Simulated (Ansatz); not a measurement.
A search over several starts for the lowest SCF solution of the cluster BeF₃⁻ at the given spin, in a small basis.

```yaml
crystal:
  periodic: [false, false, false]
  atoms:
    - {symbol: Be, position_ang: [-0.024582, -0.048158, -0.537337]}
    - {symbol: F, position_ang: [-0.049162, 1.259634, 0.443527]}
    - {symbol: F, position_ang: [-1.113785, -0.371732, 0.638064]}
    - {symbol: F, position_ang: [1.187529, -0.839733, -0.544253]}
basis:
  gaussian: {orbitals: def2-SVP, initial_orbitals: start.molden}
total_charge: -1
magnetization: {spin_polarized: true, initial_magnetization: 2}
hamiltonian: {xc: pbe0, dispersion: d4}
output: {orbitals: {seedname: orbitals}}
```

The file start.molden holds the orbitals of an earlier run on this structure, at another level or in another basis.

```sh
$ ansatz run in.yaml --threads 4 --pin off --events-out ev --progress --plain --max-ram 3916MiB
```

It prints (some lines left out):

```
Functional definition: PBE0
  name "PBE0"
  cite "Adamo & Barone, J. Chem. Phys. 110, 6158 (1999) doi:10.1063/1.478522"
  cite "Perdew, Burke & Ernzerhof, Phys. Rev. Lett. 77, 3865 (1996) doi:10.1103/PhysRevLett.77.3865"
  parent pbe
  parameter a = 0.25
  parameter kappa = 0.804
  parameter beta = 0.06672455060314922
  exchange = (1 - a)*pbe_x(kappa = kappa, mu = beta*pi^2/3) + a*exact_x
  correlation = pbe_c(beta = beta)
512 factors; integrals over basis functions are off by at most 3.1e-4 eV
mean field evaluation 1: about -8536.8749 eV, gradient 9.6e0 eV
mean field evaluation 2: about -8537.2876 eV, gradient 3.0e-1 eV
mean field evaluation 4: about -8537.5256 eV, gradient 3.3e-3 eV
mean field evaluation 8: about -8536.1133 eV, gradient 1.7e1 eV
mean field evaluation 16: about -8537.5254 eV, gradient 1.3e-1 eV
mean field evaluation 32: about -8536.7471 eV, gradient 5.0e0 eV
mean field -8537.52560018 eV, -313.7482788641 hartree, gradient 5.2e-5 eV, S^2 2.004502; 3 other end points of the search recorded, 0 dependent functions left out
reference -8537.52563721 eV, -313.7482802247 hartree; 17, 15 occupied and 34, 36 virtual orbitals, 512 factors
Total energy: -8537.56088936 eV, -313.7495757172 hartree
```

Hardware: 4 threads of Arm Neoverse V1 on a shared host. Wall time 0.95 s.

The highest occupied level of the charge -1 triplet lies above zero (up to 1.91 eV). The electron is either unbound and held by the finite basis, or the level is raised by self-interaction error. In the triplet, F2 and F3 lie 1.96 Å apart (atoms count from 1), so these atoms are partly bonded to each other. At PBE0-D4/def2-TZVPD a singlet of charge -1 lies 6.61 eV below the triplet, each at its own geometry. The structure comes from a short search, and lower isomers may exist.
